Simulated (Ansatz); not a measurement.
Diatomic AsP+, multiplicity 4 (an upper state: multiplicity 2 came lower at CCSD(T)/def2-TZVPP on PBE0 minima). No spin–orbit coupling. As is treated without relativity.

The constants come from a fifth-degree fit in 1/R (seven points, main isotopes). In def2 and cc sets the state is the lowest found near the PBE0 minimum, followed along R.

Programs: Ansatz (Gaussian basis) for Hartree–Fock, density functionals and correlated methods. Values without a source in brackets are computed.

```json
[
 {"level": "PBE/def2-TZVPP", "r_e (Å)": "2.369", "ω_e (cm⁻¹)": "366", "B_e (cm⁻¹)": "0.137", "ω_e x_e (cm⁻¹)": "1.2"},
 {"level": "PBE0/def2-TZVPP", "r_e (Å)": "2.328", "ω_e (cm⁻¹)": "398", "B_e (cm⁻¹)": "0.142", "ω_e x_e (cm⁻¹)": "1.2"},
 {"level": "wB97X-V/def2-TZVPP", "r_e (Å)": "2.302", "ω_e (cm⁻¹)": "424", "B_e (cm⁻¹)": "0.145", "ω_e x_e (cm⁻¹)": "1.1"},
 {"level": "CCSD/def2-TZVPP", "r_e (Å)": "2.320", "ω_e (cm⁻¹)": "403", "B_e (cm⁻¹)": "0.143", "ω_e x_e (cm⁻¹)": "1.1"},
 {"level": "CCSD(T)/def2-TZVPP", "r_e (Å)": "2.336", "ω_e (cm⁻¹)": "389", "B_e (cm⁻¹)": "0.141", "ω_e x_e (cm⁻¹)": "0.98"}
]
```

Correlated levels freeze the inner cores; with def2 sets outer-core shells near the valence are correlated too.

Ansatz is a first-principles code.
